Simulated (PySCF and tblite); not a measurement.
Results of a calculation; reference values are marked as such.
System: C5H9NS, numbered as in [CH3:1][C:2](=[S:3])/[CH:4]=[C:5](/[CH3:6])[NH2:7].

Level: PBE0/pcSseg-1 + D3(BJ) on GFN2-xTB stationary points, with GFN2-xTB thermal terms. Rate constants are transition-state-theory values, counting equivalent paths, without tunnelling. (PySCF 2.14 with density fitting, tblite 0.8.)

Problem. Estimate the barrier and the room-temperature rate of the rotation about the C2–C4 bond (torsion C1–C2–C4–C5 from -180° to -3°, rising).

Solution. The electronic barrier is 19.3 kcal/mol and ΔG‡(298 K) 19.7 kcal/mol, over a C1 saddle with an imaginary mode of 114i cm⁻¹ (GFN2-xTB). With 2 equivalent paths, k is 0.043 s⁻¹, a mean lifetime of the start of 23 s against this motion. The end lies 10.9 kcal/mol above the start in free energy.
